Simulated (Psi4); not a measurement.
CH2NO, doublet, at a GFN2-xTB geometry; Psi4 with BHHLYP/def2-SVPD.

Psi4 was given this input:
```
memory 2 GB

molecule mol {
0 2
  N    -1.084208    0.034696   -0.003522
  C     0.169541   -0.378673    0.005976
  O     1.219079    0.204885    0.000415
  H    -1.343784    1.022254   -0.018599
  H    -1.836633   -0.632171    0.004077
}

set basis def2-svpd
set reference uks

energy('bhhlyp')
print_variables()
```

What the program printed (banner, timings and long lists left out):

```
   => Loading Basis Set <=

    Name: DEF2-SVPD
    Role: ORBITAL
    Keyword: BASIS

         ---------------------------------------------------------
                                   SCF
               by Justin Turney, Rob Parrish, Andy Simmonett
                          and Daniel G. A. Smith
                              UKS Reference
         ---------------------------------------------------------

  ==> Geometry <==

    Molecular point group: c1
    Full point group: C1

    Geometry (in Angstrom), charge = 0, multiplicity = 2:

       Center              X                  Y                   Z               Mass
    ------------   -----------------  -----------------  -----------------  -----------------
         N           -1.155686021076     0.043510809728    -0.003849067433    14.003074004430
         C            0.098062978924    -0.369858190272     0.005648932567    12.000000000000
         O            1.147600978924     0.213699809728     0.000087932567    15.994914619570
         H           -1.415262021076     1.031068809728    -0.018926067433     1.007825032230
         H           -1.908111021076    -0.623356190272     0.003749932567     1.007825032230

  Running in c1 symmetry.

  Rotational constants: A =      4.54179  B =      0.36870  C =      0.34102 [cm^-1]
  Rotational constants: A = 136159.40650  B =  11053.29987  C =  10223.37533 [MHz]
  Nuclear repulsion =   64.455437833456315

  Charge       = 0
  Multiplicity = 2
  Electrons    = 23
  Nalpha       = 12
  Nbeta        = 11

  ==> Algorithm <==

  SCF Algorithm Type is DF.
  DIIS enabled.
  MOM disabled.
  Fractional occupation disabled.
  Guess Type is SAD.
  Energy threshold   = 1.00e-06
  Density threshold  = 1.00e-06
  Integral threshold = 1.00e-12

  ==> Primary Basis <==

  Basis Set: DEF2-SVPD
    Blend: DEF2-SVPD
    Number of shells: 33
    Number of basis functions: 79
    Number of Cartesian functions: 85
    Spherical Harmonics?: true
    Max angular momentum: 2

  ==> DFT Potential <==

   => LibXC <=

    Version 7.1.2
    S. Lehtola, C. Steigemann, M. J. T. Oliveira, and M. A. L. Marques,  SoftwareX 7, 1–5 (2018) (10.1016/j.softx.2017.11.002)

   => Composite Functional: BHANDHLYP <=

    BHandHLYP Hyb-GGA Exchange-Correlation Functional

    A. D. Becke,  J. Chem. Phys. 98, 1372 (1993) (10.1063/1.464304)
    Defined through Gaussian implementation.

    Deriv               =              1
    GGA                 =           TRUE
    Meta                =          FALSE

    Exchange Hybrid     =           TRUE
    MP2 Hybrid          =          FALSE

   => Exchange Functionals <=

    0.5000         Becke 88

   => Exact (HF) Exchange <=

    0.5000               HF

   => Correlation Functionals <=

    1.0000   Lee, Yang & Parr

   => LibXC Density Thresholds  <==

    XC_HYB_GGA_XC_BHANDHLYP:  1.00E-15

   => Molecular Quadrature <=

    Radial Scheme          =       TREUTLER
    Pruning Scheme         =           NONE
    Nuclear Scheme         =       TREUTLER

    Blocking Scheme        =         OCTREE
    BS radius alpha        =              1
    Pruning alpha          =              1
    Radial Points          =             75
    Spherical Points       =            302
    Total Points           =         109819
    Total Blocks           =            884
    Max Points             =            256
    Max Functions          =             79
    Weights Tolerance      =       1.00E-15

   => Loading Basis Set <=

    Name: (DEF2-SVPD AUX)
    Role: JKFIT
    Keyword: DF_BASIS_SCF

  ==> Integral Setup <==

  SCF_SUBTYPE=INCORE selected. In-core MEM_DF algorithm will be used.
  Using in-core AOs.

  ==> MemDFJK: Density-Fitted J/K Matrices <==

    J tasked:                   Yes
    K tasked:                   Yes
    wK tasked:                   No
    Algorithm:                 Core
    Schwarz Cutoff:           1E-12
    Mask sparsity (%):       0.0320
    Fitting Condition:        1E-10

[...]

  ==> Pre-Iterations <==

  SCF Guess: Superposition of Atomic Densities via on-the-fly atomic UHF (no occupation information).

   -------------------------
    Irrep   Nso     Nmo
   -------------------------
     A         79      79
   -------------------------
    Total      79      79
   -------------------------

  ==> Iterations <==

                           Total Energy        Delta E     RMS |[F,P]|

   @DF-UKS iter SAD:  -168.51097792483233   -1.68511e+02   0.00000e+00
   @DF-UKS iter   1:  -168.88264573892306   -3.71668e-01   7.55600e-03 ADIIS/DIIS
   @DF-UKS iter   2:  -168.81225837018329    7.03874e-02   9.51786e-03 ADIIS/DIIS
   @DF-UKS iter   3:  -169.02298166247868   -2.10723e-01   1.70498e-03 ADIIS/DIIS
   @DF-UKS iter   4:  -169.03018435971097   -7.20270e-03   4.02132e-04 ADIIS/DIIS
   @DF-UKS iter   5:  -169.03063436891875   -4.50009e-04   1.26430e-04 ADIIS/DIIS
   @DF-UKS iter   6:  -169.03069341171613   -5.90428e-05   3.55943e-05 DIIS
   @DF-UKS iter   7:  -169.03070620513742   -1.27934e-05   1.60784e-05 DIIS
   @DF-UKS iter   8:  -169.03071009687585   -3.89174e-06   6.86082e-06 DIIS
   @DF-UKS iter   9:  -169.03071096912566   -8.72250e-07   2.27846e-06 DIIS
   @DF-UKS iter  10:  -169.03071107934682   -1.10221e-07   7.57347e-07 DIIS
  Energy and wave function converged.

  ==> Post-Iterations <==

   Electrons on quadrature grid:
      Nalpha   =   11.9999998467 ; deviation = -1.533e-07
      Nbeta    =   11.0000001963 ; deviation = 1.963e-07
      Ntotal   =   23.0000000430 ; deviation = 4.300e-08

   @Spin Contamination Metric:   5.783047800E-03
   @S^2 Expected:                7.500000000E-01
   @S^2 Observed:                7.557830478E-01
   @S   Expected:                5.000000000E-01
   @S   Observed:                5.000000000E-01

    Orbital Energies [Eh]
    ---------------------

    Alpha Occupied:

[...]
    Alpha Virtual:

[...]
      79A      3.945604

    Beta Occupied:

[...]
    Beta Virtual:

[...]
    Final Occupation by Irrep:
              A
    DOCC [    11 ]
    SOCC [     1 ]
    NA   [    12 ]
    NB   [    11 ]

  @DF-UKS Final Energy:  -169.03071107934682

   => Energetics <=

    Nuclear Repulsion Energy =             64.4554378334563154
    One-Electron Energy =                -357.0793362598941485
    Two-Electron Energy =                 134.7662299614598851
    DFT Exchange-Correlation Energy =     -11.1730426143688533
    Empirical Dispersion Energy =           0.0000000000000000
    VV10 Nonlocal Energy =                  0.0000000000000000
    Total Energy =                       -169.0307110793468155

  UHF NO Occupations:
  HONO-2 :   10  A 1.9997150
  HONO-1 :   11  A 1.9978676
  HONO-0 :   12  A 1.0000000
  LUNO+0 :   13  A 0.0021324
  LUNO+1 :   14  A 0.0002850
  LUNO+2 :   15  A 0.0002825
  LUNO+3 :   16  A 0.0001066

Computation Completed

Properties will be evaluated at   0.000000,   0.000000,   0.000000 [a0]

Properties computed using the SCF density matrix

 Multipole Moments:

 ------------------------------------------------------------------------------------
     Multipole            Electronic (a.u.)      Nuclear  (a.u.)        Total (a.u.)
 ------------------------------------------------------------------------------------

 L = 1.  Multiply by 2.5417464519 to convert [e a0] to [Debye]
 Dipole X            :          1.5070595           -3.1066899           -1.5996304
 Dipole Y            :         -0.3109409            0.3831186            0.0721777
 Dipole Z            :          0.0087142           -0.0142156           -0.0055014
 Magnitude           :                                                    1.6012674

 ------------------------------------------------------------------------------------

  Variable Map:
  ----------------------------------------------------------------------------
[...]
  Array Variable Map:
  ----------------------------------------------------------------------------
[...]
[...]
```
